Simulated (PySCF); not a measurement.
## Ionisation energy of Cr²⁺ by level of theory

Cr²⁺ [Ar] 3d4 (5D) → Cr³⁺ [Ar] 3d3 (4F), as a difference of total energies. Calculation: PySCF 2.14, in x2c-QZVPPall (11s7p5d3f2g, 96 functions); the spin-free X2C one-electron Hamiltonian (Gaussian nucleus). Correlated levels: valence: [Ar] frozen; valence and next inner shell: [Ne] frozen. The calculations carry no spin-orbit coupling.

```
                                method  ionisation energy (eV)  plus first-order spin-orbit estimate  error of that sum (eV)
                                   UHF                  29.678                                29.653                  -1.306
                                   LDA                  31.965                                31.940                  +0.981
                                   PBE                  31.532                                31.507                  +0.548
                                  PBE0                  31.322                                31.297                  +0.338
                                r2SCAN                  31.070                                31.046                  +0.087
                                 B97-3                  31.044                                31.019                  +0.060
                                M06-2X                  31.126                                31.102                  +0.143
                                 TPSSh                  31.117                                31.092                  +0.133
                                  BLYP                  31.319                                31.294                  +0.335
                         MP2 (valence)                  30.361                                30.336                  -0.623
                     SCS-MP2 (valence)                  29.906                                29.881                  -1.078
    MP2 (valence and next inner shell)                  31.070                                31.045                  +0.086
SCS-MP2 (valence and next inner shell)                  30.609                                30.584                  -0.375
```

Reference: 30.959 ± 0.025 eV (measured; NIST Atomic Spectra Database, ionization energies).

A first-order spin-orbit estimate (lowest level to lowest level, LS coupling) adds -0.025 eV.

Errors of the correlated levels include the incompleteness of this basis and the frozen core.
